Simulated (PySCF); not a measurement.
CH12Si5, SMILES [SiH3][Si]1([SiH3])[SiH2]C[SiH2]1. Atoms are numbered in the order given.

```xyz
18

Si    -1.4442     2.3374     0.0000
Si    -0.0164     0.4853     0.0000
Si     2.2661     1.0122     0.0000
Si    -0.4154    -1.3491    -1.4467
C     -0.0492    -2.5484     0.0000
Si    -0.4154    -1.3491     1.4467
H     -1.2096     3.1780    -1.2118
H     -2.8642     1.8779     0.0000
H     -1.2096     3.1780     1.2118
H      2.6395     1.8002    -1.2123
H      2.6395     1.8002     1.2123
H      3.0531    -0.2586     0.0000
H      0.4343    -1.5363    -2.6609
H     -1.8509    -1.4238    -1.8529
H     -0.5969    -3.5035     0.0000
H      1.0315    -2.7739     0.0000
H     -1.8509    -1.4238     1.8529
H      0.4343    -1.5363     2.6609
```
Charge 0, spin multiplicity 1.

Coordinates come from a B3LYP-D3(BJ)/def2-SVP optimisation. This is a generated structure with no PubChem entry under its InChIKey; it may be hypothetical.

Computed with SMD-PBE0/def2-SVP in PySCF.

Solvation free energies are E(SMD) − E(gas) at the gas-phase geometry, for 1 M in both phases. In vacuum the dipole moment is 0.66 D.

Task: Rank water, cyclohexanone, acetonitrile by solvation free energy, most negative first.

Result: acetonitrile (-0.5 kcal/mol), cyclohexanone (0.1 kcal/mol), water (5.1 kcal/mol)
